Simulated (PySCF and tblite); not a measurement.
The numbers below are computed, except where a source is named.
Rearrangement: stationary points, barriers and rates

System: C₃H₃BrN₂, numbered as in [Br:1][c:2]1[cH:3][n:4][nH:5][cH:6]1.

Motion: shift of H on N5 from N5 to N4. Level: PBE0/pcSseg-1 + D3(BJ) on B3LYP-D3(BJ)/def2-SVP stationary points, with GFN2-xTB thermal terms. Rate constants are transition-state-theory values, counting equivalent paths, without tunnelling. (PySCF 2.14 with density fitting, tblite 0.8.)

```json
{"point": "start", "symmetry": "Cs", "E(GFN2) kcal/mol": "0.0", "E(DFT) kcal/mol": "0.0", "ZPE change kcal/mol": "0.00", "lowest mode cm⁻¹": "220", "dipole D": "2.49"}
{"point": "saddle", "symmetry": "Cs", "E(GFN2) kcal/mol": "46.1", "E(DFT) kcal/mol": "50.9", "ZPE change kcal/mol": "-4.13", "lowest mode cm⁻¹": "1597i", "dipole D": "1.50"}
{"point": "end", "symmetry": "Cs", "E(GFN2) kcal/mol": "0.0", "E(DFT) kcal/mol": "0.0", "ZPE change kcal/mol": "0.00", "lowest mode cm⁻¹": "220", "dipole D": "2.49"}
```

```
Electronic barrier             : 50.9 kcal/mol
Barrier with zero-point energy : 46.7 kcal/mol
ΔH‡ (298 K)                    : 46.7 kcal/mol
ΔS‡ (298 K, symmetry apart)    : -0.1 cal/(mol K)
Paths                          : 2 equivalent paths
End point                      : the same structure with atoms interchanged, or its mirror image
Cost                           : 110 s on 1 thread of Arm Neoverse V1 (shared host) (rough), peak memory 0.81 GiB, launched as `OMP_NUM_THREADS=1 python ens_run.py task.json out`
```

| T/K | ΔG‡ kcal/mol | k s⁻¹ |
| --- | --- | --- |
| 400 | 46.7 | 4.8×10⁻¹³ |
| 500 | 46.8 | 7.6×10⁻⁸ |

ΔG and ΔG‡ leave out symmetry numbers and mirror images; rates count paths: 2 out.

Tunnelling of the moving H, left out here, will speed the real process. In real samples such hydrogens mostly exchange between molecules or through solvent, far faster than by this path. Spin–orbit effects of heavy atoms on shieldings are missing.
